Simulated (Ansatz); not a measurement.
Reaction (redistribution): `[SiH3]O[SiH](Br)O[SiH3]` + `[F][InH][SH]` → `[SiH3]O[SiH2]Br` + `[F][In]([SH])[O][SiH3]`

Isolated molecules relaxed with PBE0-D4/def2-TZVP in Ansatz; ΔE leaves out vibrations. CBS: MP2 limit from def2 TZ/QZ plus the TZ coupled-cluster correction, frozen cores. DFT in def2-TZVPP. def2 core potentials past Kr. For Br, In outer-core shells are correlated without core-valence functions, which leaves a few kJ/mol of doubt a bond. Scalar relativity is left out up to krypton. One conformer a species, not always the lowest.

Is it downhill or uphill in electronic energy at CCSD(T)/CBS, and by how much? (An estimate is asked.)

Computed: Uphill: ΔE = +100.4 kJ/mol.

What do these levels give: PBE0-D4, MP2/def2-TZVPP, CCSD/def2-TZVPP, HF/CBS(def2), MP2/CBS(def2), CCSD/CBS(def2)? (Estimate.)

Ansatz gave: PBE0-D4 109.9, MP2/def2-TZVPP 101.4, CCSD/def2-TZVPP 104.7, HF/CBS(def2) 107.3, MP2/CBS(def2) 99.2, CCSD/CBS(def2) 102.5 kJ/mol.

Largest T1 diagnostic among the species: 0.016.

The D4 term adds +9.3 kJ/mol with B3LYP and +5.3 kJ/mol with PBE0; it sums over pairs of atoms, weighted by their polarisabilities, and B3LYP, whose exchange is more repulsive, gets the larger term. From PBE to PBE0 (25 % exact exchange), in def2-TZVPP and without D4, ΔE moves by +6.7 kJ/mol. In def2-TZVPP, CCSD(T) changes the Hartree–Fock value by −4.7 kJ/mol (the triples alone add −2.1 kJ/mol) and MP2 by −5.9 kJ/mol.

B3LYP here is the variant with VWN-RPA as its local correlation; programs differ in this.
